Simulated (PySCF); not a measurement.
**EPR parameters of C5H7N2**

C5H7N2 (doublet state).
Numbering: `[CH3:1]/[N:2]=[CH:3]\[C:4]#[C:5][CH:6][NH2:7]` (hydrogens: H8, H9, H10 on C1; H11 on C3; H12 on C6; H13, H14 on N7)

Cartesian coordinates in Å at the GFN2-xTB level; atoms count from 1:
```xyz
14
C5H7N2 angstrom
C     -2.741    0.095    0.442
N     -2.268   -1.140    0.981
C     -1.013   -1.405    1.006
C      0.045   -0.626    0.560
C      0.941    0.112    0.149
C      1.962    0.892   -0.268
N      3.272    0.484   -0.256
H     -3.438   -0.133   -0.368
H     -1.952    0.759    0.066
H     -3.307    0.612    1.221
H     -0.744   -2.368    1.435
H      1.768    1.860   -0.707
H      3.487   -0.336    0.289
H      3.987    1.192   -0.291
```

The hyperfine couplings belong to this conformer and change with its torsions.

Method used: UKS B3LYP, pcH-1 on C H N, non-relativistic, mean-field spin-orbit, GIAO in PySCF. Geometry: GFN2-xTB, one conformer, isolated molecule. The geometry wasn't refined by DFT: couplings that depend on bond lengths, twists or pyramidal angles can differ widely from those at the functional's own minimum. The frame is twisted about the C6–N7 bond at this geometry (dihedral C5–C6–N7–H13 = -15°); couplings at other torsion angles weren't computed. Stability of the SCF solution: not tested. ⟨S²⟩ is 0.777 where a pure state has 0.75.

- g1, g2, g3: 2.00212, 2.00330, 2.00418
- g_iso: 2.00320
- Form of g: rhombic: the two nearest values differ by 43 % of g3 − g1
- ⟨S²⟩: 0.7766 (exact 0.7500)
- α and β electrons: 26, 25
- Basis functions: 245

Isotropic coupling and dipolar principal values T1 to T3, in 10⁻⁴ cm⁻¹ (1 × 10⁻⁴ cm⁻¹ = 2.998 MHz):

```
atom  isotope  a_iso     T1     T2    T3  Mulliken spin population
  C1      13C   -3.5   -0.3    0.0   0.3                     -0.02
  N2      14N    4.1   -4.7   -4.6   9.3                      0.30
  C3      13C   -9.5   -6.0    2.2   3.8                     -0.14
  C4      13C   11.6  -10.9   -8.0  18.9                      0.39
  C5      13C  -15.8   -5.3   -0.2   5.5                     -0.17
  C6      13C   12.1  -13.9  -13.8  27.7                      0.48
  N7      14N    4.8   -3.4   -3.4   6.8                      0.17
  H8       1H   11.1   -0.8   -0.4   1.2                      0.01
  H9       1H   -0.1   -0.9    0.1   0.7                      0.00
 H10       1H   11.2   -0.8   -0.4   1.2                      0.01
 H11       1H    2.4   -1.1   -0.3   1.5                      0.00
 H12       1H  -12.0   -6.3   -0.4   6.8                     -0.02
 H13       1H   -2.2   -3.7   -1.4   5.1                     -0.01
 H14       1H    0.3   -3.9   -1.4   5.3                      0.00
```

The largest Mulliken spin populations are on C6 (+0.48), C4 (+0.39), N2 (+0.30) and C5 (-0.17). Four atoms exceed +0.15. The positive populations add up to 1.36 and the negative ones to -0.36, together 2S = 1.

The SMILES `C/N=C\C#C[CH]N` draws the unpaired electron on C6, whose computed spin population is only +0.48.

Axes: g2 points within 9° of the C3–C4 bond and g3 points within 13° of the C1–N2 bond.

Under fast tumbling the dipolar parts average out, and these isotropic splittings remain (the largest six): 1 × 1H (H12, I = 1/2, 2 lines) with 1.28 mT, 3 × 1H (H8/H9/H10, I = 1/2, 4 lines) with 0.79 mT, 1 × 14N (N7, I = 1, 3 lines) with 0.51 mT, 1 × 14N (N2, I = 1, 3 lines) with 0.43 mT, 1 × 1H (H11, I = 1/2, 2 lines) with 0.25 mT and 1 × 1H (H13, I = 1/2, 2 lines) with 0.24 mT.

Means are taken over nuclei equivalent by connectivity, which assumes that they swap fast. H13 and H14 aren't averaged: N7 is flat or nearly so (angle sum 351°), and its turn about the short N7–C6 bond (1.37 Å) is taken as slow. The three 1H nuclei of mean +22.3 MHz run from -0.2 to 33.7 MHz in the frozen geometry.

The 13C coupling of C5 (-47.3 MHz) shows only in satellite lines or after enrichment, since that isotope makes up about 1.07 % of natural carbon.
